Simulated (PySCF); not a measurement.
## Two-photon absorption: `CB(C)C1=C[C@H]2C=C[C@@H]1C=C2`, C10H13B

Molfile (atoms numbered from 1):
```
C10H13B
     RDKit          3D

 24 25  0  0  0  0  0  0  0  0999 V2000
    2.5952   -0.1987    1.7138 C   0  0  0  0  0  0  0  0  0  0  0  0
    1.9201    0.0341    0.3033 B   0  0  0  0  0  0  0  0  0  0  0  0
    2.7762    0.3962   -0.9706 C   0  0  0  0  0  0  0  0  0  0  0  0
    0.3762   -0.0945    0.1617 C   0  0  0  0  0  0  0  0  0  0  0  0
   -0.4674   -0.3983    1.1656 C   0  0  0  0  0  0  0  0  0  0  0  0
   -1.9410   -0.4666    0.7811 C   0  0  2  0  0  0  0  0  0  0  0  0
   -2.0049   -1.4865   -0.3581 C   0  0  0  0  0  0  0  0  0  0  0  0
   -1.2025   -1.1786   -1.3748 C   0  0  0  0  0  0  0  0  0  0  0  0
   -0.4109    0.1088   -1.1532 C   0  0  1  0  0  0  0  0  0  0  0  0
   -1.4461    1.1934   -0.8620 C   0  0  0  0  0  0  0  0  0  0  0  0
   -2.2497    0.8963    0.1570 C   0  0  0  0  0  0  0  0  0  0  0  0
    2.1883    0.5059    2.4597 H   0  0  0  0  0  0  0  0  0  0  0  0
    2.3581   -1.2061    2.0977 H   0  0  0  0  0  0  0  0  0  0  0  0
    3.6892   -0.0883    1.7060 H   0  0  0  0  0  0  0  0  0  0  0  0
    2.4316    1.3541   -1.4009 H   0  0  0  0  0  0  0  0  0  0  0  0
    3.8583    0.4695   -0.7916 H   0  0  0  0  0  0  0  0  0  0  0  0
    2.6078   -0.3519   -1.7666 H   0  0  0  0  0  0  0  0  0  0  0  0
   -0.1550   -0.5887    2.1951 H   0  0  0  0  0  0  0  0  0  0  0  0
   -2.5976   -0.7160    1.6226 H   0  0  0  0  0  0  0  0  0  0  0  0
   -2.6510   -2.3634   -0.2960 H   0  0  0  0  0  0  0  0  0  0  0  0
   -1.0890   -1.7634   -2.2891 H   0  0  0  0  0  0  0  0  0  0  0  0
    0.2367    0.3585   -2.0009 H   0  0  0  0  0  0  0  0  0  0  0  0
   -1.4870    2.1108   -1.4515 H   0  0  0  0  0  0  0  0  0  0  0  0
   -3.0506    1.5272    0.5451 H   0  0  0  0  0  0  0  0  0  0  0  0
  1  2  1  0
  2  3  1  0
  2  4  1  0
  4  5  2  0
  5  6  1  0
  6  7  1  0
  7  8  2  0
  8  9  1  0
  9 10  1  0
 10 11  2  0
  9  4  1  0
 11  6  1  0
  1 12  1  0
  1 13  1  0
  1 14  1  0
  3 15  1  0
  3 16  1  0
  3 17  1  0
  5 18  1  0
  6 19  1  1
  7 20  1  0
  8 21  1  0
  9 22  1  6
 10 23  1  0
 11 24  1  0
M  END
```

Theory: PySCF, TDDFT CAM-B3LYP/def2-SVPD excited states, vertical, gas phase. Geometry: PBE0-D3(BJ)/def2-SVP.

(1) Give the one- and two-photon strengths of the lowest singlets.

Answers

(1) δ for parallel linear polarisation; σ at the peak of a Lorentzian of half width 0.1 eV, single beam; Ω is circular over linear.
```
state  E (eV)      f  photon λ (nm)  δ (au)  σ (GM)     Ω                                  main
   S1    4.33  0.044            573     192    1.32  0.64                        HOMO→LUMO 0.97
   S2    5.18  0.000            478    0.69    0.01  1.50    HOMO→LUMO+1 0.85, HOMO−1→LUMO 0.10
   S3    5.29  0.000            469    18.2    0.19  1.50    HOMO−1→LUMO 0.79, HOMO→LUMO+1 0.10
   S4    5.77  0.001            430    0.24    0.00  1.50                      HOMO−3→LUMO 0.91
   S5    5.80  0.057            427      17    0.21  1.39  HOMO−2→LUMO 0.82, HOMO−1→LUMO+1 0.14
   S6    6.03  0.002            411    8.39    0.11  1.50                      HOMO−4→LUMO 0.82
```

Among these, the strongest one-photon state is S5, the strongest two-photon state S1, with a dipole change of 4.8 D (relaxed, norm of the difference vector).
